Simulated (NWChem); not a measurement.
NH₂SeF; SMILES N[Se]F

```xyz
5

Se     0.4010     0.0147     0.0000
F     -0.6402    -1.4426     0.0000
N     -0.7576     1.3481     0.0000
H     -1.2846     1.5240     0.8503
H     -1.2846     1.5240    -0.8503
```
Atoms are numbered in this order, from 1.

Results from NWChem. Geometry: optimised at PBE0/def2-SVP. Ions are spin-unrestricted doublets at the neutral geometry; other ion states weren't tried.

For level PBE/def2-SVP:

```yaml
vertical ionisation energy, ΔSCF (eV): 8.83
"−ε(HOMO) (eV)": 5.00
```

Problem. What are these values for level CAM-B3LYP/def2-SVP?

Solution. 
* **vertical ionisation energy, ΔSCF (eV)**: 9.24
* **−ε(HOMO) (eV)**: 7.78
